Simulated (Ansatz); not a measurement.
Geometry optimisation, DFT PBE, scalar-relativistic, plane waves, PAW in Ansatz.

Input file:

```yaml
crystal:
  lattice:
    - [5.48, 0.0, 0.0]
    - [2.74, 4.745819, 0.0]
    - [0.0, 0.0, 15.39496]
  atoms:
    - { symbol: Tc, position: [0.0, 0.0, 0.0649563] }
    - { symbol: Tc, position: [0.5, 0.0, 0.0649563] }
    - { symbol: Tc, position: [0.0, 0.5, 0.0649563] }
    - { symbol: Tc, position: [0.5, 0.5, 0.0649563] }
    - { symbol: Tc, position: [-0.1666667, 0.3333333, 0.2076965] }
    - { symbol: Tc, position: [0.3333333, 0.3333333, 0.2076965] }
    - { symbol: Tc, position: [-0.1666667, 0.8333333, 0.2076965] }
    - { symbol: Tc, position: [0.3333333, 0.8333333, 0.2076965] }
    - { symbol: Tc, position: [0.0, 0.0, 0.3504368] }
    - { symbol: Tc, position: [0.5, 0.0, 0.3504368] }
    - { symbol: Tc, position: [0.0, 0.5, 0.3504368] }
    - { symbol: Tc, position: [0.5, 0.5, 0.3504368] }
    - { symbol: Al, position: [0.2460013, 0.7761608, 0.5076311] }
basis:
  ecutwfc: 600.0
kpoints:
  mp_grid: { grid: [4, 4, 1] }
hamiltonian:
  xc: pbe
scf:
  occupations: { method: gaussian, width: 0.1 }
  lower_state_search: "off"
relax:
  f_tol: 0.03
  max_steps: 60
  adjacent_minimum: "off"
  constraints: [{ sites: [0, 1, 2, 3] }]
```

Command:

```bash
$ ansatz run input.yaml --threads 4 --pin off --max-ram 10240MiB --backend cpu --events-out ev --progress --plain --runs-dir out
```

**Question.** Where does it end, and by what steps?

**Answer.** The forces met the threshold. The force dipped under the threshold on the way, but the program's further checks kept it going. Limits of this set-up: coarse k mesh, thin slab, slab without dipole correction. After 8 steps the energy has fallen by 0.696 eV; Al13 moved furthest, 1.06 Å.

```tsv
step	energy less start (eV)	largest force component (eV/Å)	accepted
0	0.0000	1.173	yes
1	-0.3076	1.067	yes
2	-0.4825	0.474	yes
3	-0.5634	0.306	yes
4	-0.6074	0.153	yes
5	-0.6439	0.153	yes
6	-0.6826	0.094	yes
7	-0.6964	0.013	yes
8	-0.6964	0.013	yes
```

```xyz
13
Lattice="5.4800 0.0000 0.0000 2.7400 4.7458 0.0000 0.0000 0.0000 15.3950" Properties=species:S:1:pos:R:3
Tc 0.000 0.000 1.000
Tc 2.740 0.000 1.000
Tc 1.370 2.373 1.000
Tc 4.110 2.373 1.000
Tc 0.000 1.583 3.069
Tc 2.740 1.580 3.111
Tc 1.368 3.956 3.112
Tc 4.110 3.955 3.113
Tc -0.005 0.053 5.266
Tc 2.734 -0.003 5.232
Tc 1.327 2.348 5.268
Tc 4.153 2.343 5.267
Al 2.751 3.171 7.227
```

Whether the end is a true minimum wasn't checked by a vibrational analysis.

The run took 40 s on 4 threads of AMD EPYC 9R45 96-Core Processor (Zen 5), with other jobs on the host, peak memory 1.8 GiB.
